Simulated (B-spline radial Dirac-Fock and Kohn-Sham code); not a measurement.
## Atomic SCF run for K⁺

ΔSCF core binding energies without Breit or QED terms, calculated with a radial atomic solver. Keys: rel is the Hamiltonian (dirac, or spin-free x2c and nr, where L3 and M5 stand for the whole 2p and 3d shells), method is hf or an exchange,correlation pair (spin-unpolarised, also for the hole states), nuc the nuclear model, radius_factor scales its radius, rmax is the box in bohr, h the logarithmic mesh step, order the B-spline order, points the quadrature points per cell, c_factor scales the speed of light, and damp, ndamp, maxit and tol steer the iteration. The run stops when the commutator error falls below 10·tol·max(1, Z/10), or the numerical noise floor, and the energy has settled to about 1e-8 Ha; the virial ratio is −V/T.

Input (task.json):

```json
{"items": [{"Z": 19, "q": 1, "cfg": [[1, 0, 2], [2, 0, 2], [2, 1, 6], [3, 0, 2], [3, 1, 6]], "A": 39, "rrms": 3.4349, "do": "settings", "holes": ["K", "L3", "M5"],
  "settings": [{"rel": "dirac", "method": "pbee", "nuc": "fermi", "radius_factor": 1.0, "rmax": 45.0, "h": 0.3, "order": 8, "points": 10, "c_factor": 1.0, "maxit": 93, "damp": 0.5, "ndamp": 3, "tol": 1e-08}]}]}
```

Command: `python xray2_run.py task.json out`

The program stops without a result: KeyError: "LibXCFunctional: name 'PBEE' not found.".

Question: One setting is unsound. Which, and why?

Answer: method names a functional that the program does not serve. With the default settings (Dirac Hartree-Fock): The ground state converged in 10 iterations, with total energy -601.37819 Ha, virial ratio 1.99214 and highest orbital energy -31.74 eV. ΔSCF binding energies: K (1s) 3625.2 eV, L3 (2p3/2) 307.6 eV. Holes are computed only in closed shells, and unreliable hole states are left out.
